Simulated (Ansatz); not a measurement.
A rate constant, worked out

An elementary step of GaNH6O, closed shell (GaNH₄ ([NH2][GaH2]) + H₂O → GaH₃O ([OH][GaH2]) + NH₃ (still joined by a long Ga–N bond); Ga–N, H–O broken or loosened, Ga–O, N–H formed or tightened). The start structure is the complex of the reactants, bound by 0.52 eV, and the electronic barrier above it is 0.214 eV by CCSD(T) at an estimated basis limit (MP2 extrapolated from triple and quadruple zeta, plus CCSD(T) − MP2 in triple zeta). Program: Ansatz 0.2.0. Basis: def2-TZVPP and def2-QZVPP. Cores are frozen in the correlated methods. Filled d shells of the heavier atoms are correlated. The def2 sets are not built for correlating such inner shells, so the correlated values are less sure here. Extrapolation: Hartree–Fock as exp(−7.88 √X), correlation as X^−2.97. Harmonic wavenumbers at PBE0-D4/def2-TZVP (Ansatz 0.2.0), in cm⁻¹:

Start: 193, 249, 285, 403, 436, 447, 574, 611, 619, 669, 736, 813, 853, 1574, 1615, 1957, 1989, 3374, 3563, 3654, 3880.

Saddle: 942i, 365, 381, 413, 439, 519, 558, 666, 688, 740, 747, 771, 795, 1528, 1580, 1826, 1970, 1999, 3558, 3652, 3893.

**Question.** Work out the transition-state-theory rate constant at 700 K from these numbers alone (harmonic vibrations; rotation, path degeneracy and anharmonicity left out), and the Wigner tunnelling factor. Use 1 cm⁻¹ = 1.2398 × 10⁻⁴ eV and k_B = 8.617 × 10⁻⁵ eV/K.

**Answer.** Zero-point energies, half the sums: start 28494/2 cm⁻¹ = 1.7664 eV; saddle, real modes only, 27088/2 cm⁻¹ = 1.6792 eV.
Barrier with zero-point energy: 0.214 + 1.6792 − 1.7664 = 0.1268 eV.
k_BT = 0.06032 eV, so the barrier is 2.10 k_BT.
Vibrational partition functions from the zero-point level, ln q = −Σ ln(1 − exp(−hν/k_BT)): start 6.537, saddle 4.783.
k = (k_BT/h) exp(ln q‡ − ln q) exp(−E0/k_BT), with log₁₀(k_BT/h in s⁻¹) = 13.16: log₁₀ k = 13.16 + (-1.754 − 2.10)/2.3026 = 11.49, so k ≈ 3 × 10^(11) s⁻¹.
Wigner factor: 1 + (hν‡/k_BT)²/24 = 1 + (1.94)²/24 = 1.16. A change of 1 kcal/mol (0.043 eV) in the barrier would change k by a factor of 2.1 at this temperature.

The T1 diagnostic stays at or below 0.013.

The step is the kind of ligand exchange by which a precursor binds to a hydroxyl group, or is hydrolysed, in atomic layer deposition of oxides.

Labels in which every atom is bracketed show which atoms are joined, not bond orders.

For scale, one of the runs: CCSD(T)/def2-TZVPP, 194 basis functions, launched by `ansatz run in.yaml --threads 4 --pin off --events-out ev --progress --plain --max-ram 9574MiB`. Hardware: 4 CPU threads of an Intel Xeon, shared host. Wall time 89 s; peak host memory 2.3 GiB.
